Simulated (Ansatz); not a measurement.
Basis sets compared for CrO2(NH2)2 (CrN2O2H4). Total charge 0; singlet. Geometry B3LYP-D4/def2-SVP. Ansatz on 4 threads of Intel Xeon 6975P-C on a shared host; times are rough, and most runs start from earlier orbitals.

```xyz
9

Cr   -0.105   -0.602    0.091
O     0.304   -1.325    1.402
O    -0.797   -1.492   -0.976
N     1.392    0.057   -0.650
H     2.218    0.299   -0.110
H     1.505    0.186   -1.651
N    -1.260    0.700    0.535
H    -1.984    1.037   -0.092
H    -1.273    1.141    1.450
```

The restricted singlet is unstable towards broken spin symmetry in Hartree–Fock (as tested in another run); at PBE-D4/def2-SVP, PBE-D4/def2-TZVPD, r2SCAN-D4/def2-TZVP, r2SCAN-D4/def2-TZVPD and others this wasn't settled.

Binding counts from free atoms (Cr septet, O triplet, N quartet, H doublet) in the same basis, without a counterpoise term.

```csv
level,functions,energy (Eh),HOMO (eV),LUMO (eV),binding per atom (eV),wall time
PBE-D4/def2-SVP,107,-1306.1012,-5.70,-3.46,3.93,0.55 s
PBE-D4/def2-TZVP,193,-1306.5700,-6.01,-3.67,3.90,0.95 s
r2SCAN-D4/def2-TZVP (with forces),193,-1306.8924,-6.30,-3.72,3.63,1.9 s
PBE0-D4/def2-SVP,107,-1306.0140,-7.10,-2.76,3.40,0.8 s
PBE0-D4/def2-TZVP,193,-1306.4843,-7.31,-2.83,3.42,1.4 s
```

(1) Estimate the rows for PBE-D4/def2-TZVPD, r2SCAN-D4/def2-TZVPD, PBE0-D4/def2-TZVPD.

Results:

(1) 
| level | functions | energy (Eh) | HOMO (eV) | LUMO (eV) | binding per atom (eV) | wall time |
| --- | --- | --- | --- | --- | --- | --- |
| PBE-D4/def2-TZVPD | 238 | -1306.5731 | -6.07 | -3.72 | 3.90 | 1.4 s |
| r2SCAN-D4/def2-TZVPD | 238 | -1306.8948 | -6.34 | -3.75 | 3.63 | 2.1 s |
| PBE0-D4/def2-TZVPD | 238 | -1306.4870 | -7.35 | -2.86 | 3.42 | 1.8 s |
